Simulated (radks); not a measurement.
Problem. Er V, configuration [Xe] 4f10 (the NIST ground configuration). Calculated with a radial shooting solver on a logarithmic mesh with Libxc functionals: Dirac Kohn-Sham, PBEsol, spin-unpolarised, spherical densities, point nucleus; open shells are shared between the two j in proportion to 2j + 1; speed of light set to 685.18 atomic units (5 times the physical value, a model run). Some entries of the table are withheld. Estimate them.

| orbital | occ. | eigenvalue (eV) | <r^2> (bohr^2) |
|---|---|---|---|
| 1s1/2 | 2 | (1) | (2) |
| 2s1/2 | 2 | -8702.311 | 0.01043 |
| 2p1/2 | 2 | -8308.733 | 0.007729 |
| 2p3/2 | 4 | -8277.370 | 0.007777 |
| 3s1/2 | 2 | -1981.193 | 0.06668 |
| 3p1/2 | 2 | -1803.081 | 0.06206 |
| 3p3/2 | 4 | -1796.570 | 0.06233 |
| 3d3/2 | 4 | -1465.355 | 0.04919 |
| 3d5/2 | 6 | -1463.689 | 0.04926 |
| 4s1/2 | 2 | -424.9131 | 0.3321 |
| 4p1/2 | 2 | (3) | 0.3478 |
| 4p3/2 | 4 | (4) | 0.3493 |
| 4d3/2 | 4 | -223.3285 | 0.3903 |
| 4d5/2 | 6 | -223.0135 | 0.3908 |
| 5s1/2 | 2 | -90.4503 | 1.853 |
| 5p1/2 | 2 | (5) | 2.248 |
| 5p3/2 | 4 | (6) | 2.258 |
| 4f5/2 | 4.28571 | -61.6898 | 0.6216 |
| 4f7/2 | 5.71429 | -61.6366 | 0.6223 |

Solution. 
(1) 1s1/2 eigenvalue (eV): -53599.69
(2) 1s1/2 <r^2> (bohr^2): 0.0006609
(3) 4p1/2 eigenvalue (eV): -353.3060
(4) 4p3/2 eigenvalue (eV): -351.8493
(5) 5p1/2 eigenvalue (eV): -69.9733
(6) 5p3/2 eigenvalue (eV): -69.7576
